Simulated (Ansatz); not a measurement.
A structure relaxed at PBE-D4/def2-SVP in Ansatz, charge 1, singlet:

Cartesian coordinates in Å:
```
Ga -0.158 0.714 -2.134
Ga -2.491 -3.379 -0.953
Ga 2.237 -1.346 -0.517
Ga 2.164 3.578 1.031
Ga 0.024 -0.634 2.164
As -2.072 -0.107 0.053
As 1.488 1.095 0.281
As -0.409 -1.745 -0.529
As -0.782 1.824 0.605
```

(1) Give its formula and point group.

(2) Summarise the bond lengths by kind (pairs closer than 1.2 times the sum of covalent radii, bridged metal pairs left out).

Results:

(1) the cluster Ga₅As₄⁺. Point group C2v (tolerance 0.1 Å).

(2) 4 × As–Ga 2.68 Å; 3 × As–As 2.39 to 2.41 Å.

Another isomer (singlet) lies 0.20 eV lower at PBE0-D4/def2-TZVP; other spin states weren't run for this one.
